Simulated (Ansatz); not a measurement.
A structure relaxed at B3LYP/def2-SVP in Ansatz, charge 0, singlet:

```tsv
atom	x (Å)	y (Å)	z (Å)
Na1	-0.413	2.452	-1.270
Na2	-2.674	0.721	0.710
Na3	0.305	-1.210	0.420
Na4	0.574	1.906	2.050
K5	-1.112	-1.327	3.917
K6	2.072	-2.789	-2.493
K7	-2.082	-0.929	-2.736
K8	3.330	1.174	-0.597
```

Give its formula and point group.

K₄Na₄. Point group Cs (tolerance 0.1 Å).

Summarise the bond lengths by kind (pairs closer than 1.2 times the sum of covalent radii, bridged metal pairs left out).

10 × K–Na 3.76 to 4.11 Å; 5 × Na–Na 3.47 to 3.71 Å; 2 × K–K 4.56 to 4.57 Å.

The restricted singlet is unstable towards broken spin symmetry in Hartree–Fock (as tested in another run); at B3LYP/def2-SVP this wasn't settled. Another isomer (singlet) lies 0.10 eV lower at PBE0/def2-TZVP; other spin states weren't run for this one.
